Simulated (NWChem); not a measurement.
System: CH5FO2Si; SMILES O[SiH](O)CF

```xyz
10

O      1.5066    -0.8187    -0.3147
Si     0.0209    -0.4531     0.3309
O     -1.0581    -1.6123    -0.1480
C     -0.6822     1.1529    -0.3555
F      0.1083     2.2037     0.0826
H      2.2816    -0.5377     0.1788
H      0.1601    -0.3477     1.8153
H     -0.7895    -2.5309    -0.0558
H     -0.6920     1.1411    -1.4600
H     -1.7218     1.3171    -0.0199
```
Atoms are numbered in this order, from 1.

All runs: NWChem. Medium grid unless said otherwise, to which SCAN and Minnesota functionals are sensitive. Structure relaxed at the PBE0/def2-SVP level. Hybrids' shares of exact exchange are those that their runs print; pure functionals count as 0. The functionals differ in more than this share.

```
row               share of exact exchange  highest occupied level (eV)
----------------  -----------------------  ---------------------------
PBE/def2-TZVP                        0.00                        -6.74
r2SCAN/def2-TZVP                     0.00                        -7.08
TPSSh/def2-TZVP                      0.10                        -7.48
B3LYP/def2-TZVP                      0.20                     withheld
PBE0/def2-TZVP                       0.25                        -8.26
PW6B95/def2-TZVP                     0.28                        -8.41
```

**Question.** Fit a straight line of the last column on the one before it, predict the withheld value, and compare with the run.

**Answer.** 
1. Means of the 5 shown rows: x = 0.126, y = -7.594. Slope Σ(x − x̄)(y − ȳ)/Σ(x − x̄)² = -0.3836/0.07152 = -5.363; intercept -6.918.
2. The shown rows scatter about the line by 0.108 (root mean square); the largest residual is +0.18, at PBE/def2-TZVP.
3. At x = 0.20 (B3LYP/def2-TZVP; inside the shown range) the line gives -7.99.
4. The run gives -8.07, -0.08 from the line, 0.7 times the scatter.
